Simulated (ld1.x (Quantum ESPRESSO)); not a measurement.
# dysprosium (Dy): variants of one TM potential

Base potential:

* Element: Dy (Z = 66)
* Generator: ld1.x (Quantum ESPRESSO) 7.5
* Type: norm-conserving Troullier–Martins (Kleinman–Bylander form)
* Functional: PBEsol
* Relativity: fully relativistic
* Frozen core: [Kr] 4d10 4f9
* Valence charge: 11
* Reference configuration: 5s2 5p6 5d1.5 6s1.5 6p0
* Partial waves: 5s (bound): rc 1.60 bohr; 5d (bound): rc 2.25 bohr; 5p (bound): rc 1.70 bohr
* Local potential: the p channel
* Core correction: Bessel-smoothed model core, default radius (core density twice the valence density)

Open shells are filled in proportion to 2j + 1 (rel_dist='average').

Occupied shells without a wave of their own: 6s. They enter only through the test configuration that unscreens the potential, and ld1.x also counts them in the model core charge.

Cutoffs, loose and tight: the cutoffs (Ry, on a coarse ladder) from which the occupation-weighted sum of valence levels, in a spherical-Bessel basis at the reference potential, stays within 10 and 1 mRy of its value at 400 Ry. They do not see the model core or the augmentation charge, which bear on the density cutoff. Test errors are all-electron minus pseudo excitation energies from the reference, over the configurations 5s2 5p6 5d1 6s2 6p0; 5s2 5p6 5d1 6s1 6p0; 5s2 5p6 5d1 6s0 6p0; 5s2 5p6 5d1 6s1 6p1; 5s1 5p6 5d1 6s2 6p0; 5s2 5p6 5d1 6s1.5 6p0; 5s2 5p6 5d0 6s2 6p0. A dash means not determined; rows that change the core or the reference have their own tests. The largest error is taken over the tests solved by every variant that gives reliable tests at all: 5s2 5p6 5d1 6s0 6p0; 5s2 5p6 5d1 6s1 6p0; 5s2 5p6 5d1 6s1.5 6p0; 5s2 5p6 5d1 6s2 6p0.

With those shells counted twice in exchange and correlation these files are broken, and their errors move erratically; no question is asked of them.

Cutoffs are not given where the Bessel-basis levels miss the radial ones by over 6 mRy, ghosts where they miss by over 20 mRy; a channel whose overlap is not positive is not tested.

The default core radius of the base comes out at 1.00 bohr.

```csv
change,outcome,"cutoff, loose","cutoff, tight",bound ghosts,largest test error (meV)
base,"generated, misses its reference levels by 3.45 eV",–,–,not determined,-4067
wave 5d (bound): rc 2.25 bohr becomes 5d (bound): rc 1.64 bohr,"generated, misses its reference levels by 3.45 eV",–,–,not determined,-4066
"core [Kr] 4d10, valence charge 20; reference 4f9 5s2 5p6 5d0 6s0 6p0; waves now 5s (bound): rc 1.70 bohr; 5p (bound): rc 1.50 bohr; 5d (bound): rc 2.20 bohr; 4f (bound): rc 1.35 bohr; local potential all-electron potential smoothed inside 2.10 bohr (lloc = -1); core correction none",generated,–,–,not determined,-2102 over the solved tests; 2 of 7 tests not solved or not reliable
scalar-relativistic,"generated, misses its reference levels by 0.88 eV",60 Ry,100 Ry,none,-3122
"all radii but the core radius scaled by about 1.11 (s 1.78, p 1.88, d 2.50 bohr)","generated, misses its reference levels by 3.45 eV",–,–,not determined,+611
core correction Bessel-smoothed model core inside 0.86 bohr,"generated, misses its reference levels by 3.45 eV",–,–,not determined,-4068
local potential the s channel,"generated, misses its reference levels by 0.16 eV",–,–,not determined,-982
```
